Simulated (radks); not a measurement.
Results of a calculation; reference values are marked as such.
Dynamic dipole polarisability and lines of the silver ion Ag17+, [Ar] 3d10 4s2. Level of theory: scalar-relativistic Kohn-Sham, LB94 model potential, spin-polarised, spherical densities, finite nucleus; Fermi nuclear charge, rms radius of each element as measured or else 0.836 A^(1/3) + 0.57 fm (a radial shooting solver on a logarithmic mesh with Libxc functionals). Time-dependent linear response with the Hartree and adiabatic LDA kernel, continuum included through the Sternheimer equations, no spin-orbit coupling, so fine structure and intercombination lines are absent. Lines are the poles of the dipole polarisability below minus the highest occupied eigenvalue, found on a grid refined at the orbital gaps; the lowest seven at most are given, and weak or close lines can be missed. The first line takes the name of the lowest orbital gap if no other gap lies below it; otherwise a line is named after a gap within 0.6 % of it, if that gap stands alone.

photon energy (eV),alpha (bohr^3)
0,0.3819
23.607,0.4733
70.820,-0.3648
118.03,-0.04607
165.25,0.003622

Lines (eV, oscillator strength): 51.777 (23.95 nm, 4s-4p), f = 1.26; 229.15 (5.411 nm, 4s-5p), f = 0.294; 316.88 (3.913 nm, 4s-6p), f = 0.105; 372.68 (3.327 nm, unassigned), f = 0.468; 394.54 (3.143 nm, 4s-8p), f = 0.0339; 413.90 (2.995 nm, 4s-9p), f = 0.0210. Higher lines, where found, are left out when the end of the mesh affects them. Those listed give 93 % of the static polarisability (sum of f/w^2). Orbital energy gaps for comparison: 4s-4p 43.766 eV; 4s-5p 229.51 eV; 4s-6p 317.04 eV; 4s-7p 365.14 eV; 3d-4p 369.41 eV.
